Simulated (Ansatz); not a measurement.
One change: `[OH][GaH][CH2]S` becomes `[OH][GaH][CH2][SiH3]`.

Ansatz, PBE0-D4/def2-TZVP geometries, multiplicity 1. Each molecule was computed in one conformer, which needn't be the lowest.

Scalar relativity is left out up to krypton.

```json
{"property": "size of the dipole moment (PBE/def2-TZVPP) / D", "`[OH][GaH][CH2]S`": "1.62"}
{"property": "size of the dipole moment (ωB97M-V/def2-TZVPP) / D", "`[OH][GaH][CH2]S`": "1.85"}
{"property": "HOMO energy (ωB97M-V/def2-TZVPP) / eV", "`[OH][GaH][CH2]S`": "-8.95"}
{"property": "LUMO energy (PBE/def2-TZVPP) / eV", "`[OH][GaH][CH2]S`": "-1.45"}
{"property": "HOMO–LUMO gap (ωB97M-V/def2-TZVPP) / eV", "`[OH][GaH][CH2]S`": "9.94"}
{"property": "LUMO energy (PBE0/def2-TZVPP) / eV", "`[OH][GaH][CH2]S`": "-0.68"}
```

Question: Give the same properties after the change, and the shifts. (An estimate is asked.)

Answer: The calculation gave: 
```json
{"property": "size of the dipole moment (PBE/def2-TZVPP) / D", "`[OH][GaH][CH2][SiH3]`": "1.85", "shift": "0.23"}
{"property": "size of the dipole moment (ωB97M-V/def2-TZVPP) / D", "`[OH][GaH][CH2][SiH3]`": "1.99", "shift": "0.14"}
{"property": "HOMO energy (ωB97M-V/def2-TZVPP) / eV", "`[OH][GaH][CH2][SiH3]`": "-10.23", "shift": "-1.28"}
{"property": "LUMO energy (PBE/def2-TZVPP) / eV", "`[OH][GaH][CH2][SiH3]`": "-1.72", "shift": "-0.27"}
{"property": "HOMO–LUMO gap (ωB97M-V/def2-TZVPP) / eV", "`[OH][GaH][CH2][SiH3]`": "10.98", "shift": "1.04"}
{"property": "LUMO energy (PBE0/def2-TZVPP) / eV", "`[OH][GaH][CH2][SiH3]`": "-0.93", "shift": "-0.25"}
```

With PBE0 the HOMO falls by 1.27 eV and the LUMO falls by 0.25 eV, so the gap widens by about 1.02 eV. PBE moves the HOMO by -1.17 eV and ωB97M-V by -1.28 eV. Dipoles are sizes alone; their direction can turn.

Positive LUMOs are unbound, so they and the gaps depend on the basis.
